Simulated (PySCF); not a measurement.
Predicted microwave data (PBE0/pcSseg-1 in PySCF (dipole) on a GFN2-xTB geometry, gas phase) for one isomer of C5H11ClOSi:

* Rotational constants: A = 2289, B = 763.8, C = 623.2 MHz
* Dipole components: |μa| = 0.51 D, |μb| = 1.30 D, |μc| = 0.34 D
* Inertial defect: -71.47 u·Å²
* κ: -0.83

**Question.** Which candidate fits, each taken in the one conformer that was computed?
A. `[CH3:1][O:2][Si@@H:3]([Cl:4])[CH2:5][CH:6]1[CH2:7][CH2:8]1` with C1–O2–Si3–Cl4 53°, O2–Si3–C5–C6 61°, Si3–C5–C6–C7 152°
B. `[CH3:1][Si:2]([CH3:3])([CH3:4])[CH2:5][C:6](=[O:7])[Cl:8]` with Si2–C5–C6–O7 -83°
C. `[CH3:1][CH2:2]/[CH:3]=[CH:4]/[CH2:5][O:6][SiH2:7][Cl:8]` with C1–C2–C3–C4 -125°, C3–C4–C5–O6 115°, C4–C5–O6–Si7 155°, C5–O6–Si7–Cl8 180°
D. `[CH3:1]/[C:2]([SiH3:3])=[C:4](/[Cl:5])[CH2:6][CH2:7][OH:8]` with C2–C4–C6–C7 -96°, C4–C6–C7–O8 66°, C6–C7–O8–H -58°
E. `[Cl:1][CH2:2][CH2:3][O:4][SiH:5]1[CH2:6][CH2:7][CH2:8]1` with Cl1–C2–C3–O4 69°, C2–C3–O4–Si5 -63°, C3–O4–Si5–C6 -176°, O4–Si5–C6–C7 -132°, Si5–C6–C7–C8 16°, C6–C7–C8–Si5 -16°, O4–Si5–C8–C7 118°

**Answer.** A. It is CO[Si@@H](Cl)CC1CC1, an asymmetric top, point group C1. The candidates at the same level (rigid rotor, commonest isotopes):

```tsv
SMILES	A (MHz)	B (MHz)	C (MHz)	μa (D)	μb (D)	μc (D)	Δ (u·Å²)	point group	rotor
ClCCO[SiH]1CCC1	2615	920.4	749.6	1.84	1.09	0.74	-68.17	C1	asymmetric top
C/C([SiH3])=C(/Cl)CCO	1779	1027	751.4	0.16	0.51	0.97	-103.56	C1	asymmetric top
CC/C=C/CO[SiH2]Cl	4511	398.8	374.8	1.97	1.84	0.05	-30.85	C1	near-prolate asymmetric top
C[Si](C)(C)CC(=O)Cl	2060	881.5	785.3	3.44	1.10	1.06	-175.01	C1	asymmetric top
CO[Si@@H](Cl)CC1CC1	2289	763.8	623.2	0.51	1.30	0.34	-71.47	C1	asymmetric top
```

`ClCCO[SiH]1CCC1` has B 20 % too high; `CC/C=C/CO[SiH2]Cl` has A 97 % too high; `C[Si](C)(C)CC(=O)Cl` has C 26 % too high; `C/C([SiH3])=C(/Cl)CCO` has B 34 % too high. No structure here is proved a minimum.
